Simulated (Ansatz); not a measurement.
**Relative stability**

The two ends of one reaction step of GaH$_{5}$SO$_{2}$, closed shell (PBE0-D4/def2-TZVP).

A:

```
atom    x (Å)    y (Å)    z (Å)
 Ga1   0.1822  -0.3220  -0.4999
  S2   0.8849   1.3901  -1.6626
  O3   1.2124  -1.2713   0.6000
  O4  -1.5044  -0.8491  -0.6771
  H5  -0.6469   1.3236   1.8408
  H6  -0.2236   0.7805   2.1336
  H7  -0.3187   1.5466  -2.2409
  H8   2.1271  -0.9855   0.6398
  H9  -1.7127  -1.6130  -0.1336
```

B:

```tsv
atom	x (Å)	y (Å)	z (Å)
Ga1	-0.1244	-0.3362	0.8375
S2	0.3837	1.9081	-0.5283
O3	1.1472	-1.3041	-0.0116
O4	-1.7176	-0.5332	0.0125
H5	-0.8473	1.7443	-1.0448
H6	-0.0268	0.1419	2.3132
H7	0.9486	1.1039	-1.4456
H8	1.9131	-1.5080	0.5271
H9	-1.6764	-1.2168	-0.6600
```

Ansatz 0.2.0; basis: def2-TZVPP; cores frozen in the correlated methods. Filled d shells of the heavier atoms are correlated. The def2 sets are not built for correlating such inner shells, so the correlated values are less sure here. B3LYP uses VWN-RPA correlation.

Problem. Which structure is lower at CCSD(T), and by how much? (To be estimated.)

Solution. The calculation gives: A, by 7.64 kcal/mol (electronic energy, against the other). By their contacts, A is a complex of GaH₃SO₂ ([OH][Ga]([OH])[SH]) + H₂ and B is GaH₅SO₂ ([OH][GaH]([OH])[SH2]).

All methods give the same order:

```tsv
method	E(B) − E(A) (kcal/mol)
SPW92	2.56
PBE-D4	7.14
BLYP-D4	7.70
r2SCAN-D4	7.38
B97M-V	5.93
PBE0-D4	6.78
B3LYP-D4	7.16
r2SCAN0-D4	7.07
BHLYP-D4	6.67
CAM-B3LYP-D4	5.96
wB97X-V	6.69
wB97M-V	6.57
B2PLYP	8.17
PBE-QIDH	7.53
RPA on PBE	7.15
HF	8.56
MP2	9.14
CCSD	7.29
CCSD(T)	7.64
```

T1 diagnostic: at most 0.014.

Labels in which every atom is bracketed show which atoms are joined, not bond orders.

For scale, one of the runs: CCSD(T)/def2-TZVPP, 222 basis functions, launched by `ansatz run in.yaml --threads 4 --pin off --events-out ev --progress --plain --max-ram 9574MiB`. The run took 91 s on 4 CPU threads of an Arm Neoverse V2 (shared host), with 3.5 GiB of host memory at its peak.
